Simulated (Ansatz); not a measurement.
ClIn, singlet, at a GFN2-xTB geometry (such geometries of metal compounds can be far from the true shape) (core potentials on In); Ansatz (a program for electronic structure) with B3LYP/def2-SVP.

The Ansatz input:
Ansatz 0.2 input:
```yaml
crystal:
  periodic: [false, false, false]
  atoms:
    - {symbol: In, position_ang: [-0.00000000, -0.00000000, -0.61493004]}
    - {symbol: Cl, position_ang: [0.00000000, 0.00000000, 1.77244540]}
basis:
  gaussian:
    orbitals: def2-SVP
    final_grid: {core_spheres: 14, valence_spheres: 28, degree: 59}
hamiltonian:
  xc: b3lyp
```

What the program printed (banner, timings and long lists left out):

```
Functional definition: B3LYP
497 factors; integrals over basis functions are off by at most 3.2e-4 eV
mean field evaluation 1: about -17695.8839 eV, gradient 1.8e1 eV
mean field evaluation 2: about -17692.7947 eV, gradient 3.6e1 eV
mean field evaluation 4: about -17696.8970 eV, gradient 6.4e-1 eV
mean field evaluation 8: about -17696.9113 eV, gradient 1.7e-2 eV
mean field -17696.91130522 eV, -650.3494950696 hartree, gradient 1.5e-5 eV, S^2 0.000000; 0 other end points of the search recorded, 0 dependent functions left out
reference -17696.91148269 eV, -650.3495015915 hartree; 19, 19 occupied and 25, 25 virtual orbitals, 497 factors
Total energy: -17696.91148269 eV, -650.3495015915 hartree
```
